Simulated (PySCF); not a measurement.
Isomers of C3H10Si. Gas-phase values, no solvent. One relaxed conformer stands for each flexible species; it need not be the lowest. Strings in code marks are SMILES.

The HOMO–LUMO gap from two functionals at the same geometries (B3LYP-D3(BJ)/def2-TZVP), both in PySCF: PBE-D3(BJ)/def2-TZVP and B3LYP-D3(BJ)/def2-TZVP. B3LYP has the VWN-RPA correlation part, as in Gaussian. 

| species | PBE-D3(BJ)/def2-TZVP (eV) |
|---|---|
| `[SiH3]C(C)C` | 6.79 |
| `C[SiH](C)C` | 7.55 |
| `CC[SiH2]C` (C–C–Si–C torsion 180°) | 7.12 |
| `CCC[SiH3]` (C–C–C–Si torsion 180°) | 7.15 |

Task: What does B3LYP-D3(BJ)/def2-TZVP give for each?

Result: 
- `[SiH3]C(C)C`: 8.39
- `C[SiH](C)C`: 9.08
- `CC[SiH2]C` (C–C–Si–C torsion 180°): 8.72
- `CCC[SiH3]` (C–C–C–Si torsion 180°): 8.74
Over these rows, drawn at random from the members with no instability flagged (it was tested for open shells, ions and some series alone), PBE minus B3LYP-D3(BJ): mean -1.58 eV, from -1.61 eV to -1.53 eV.
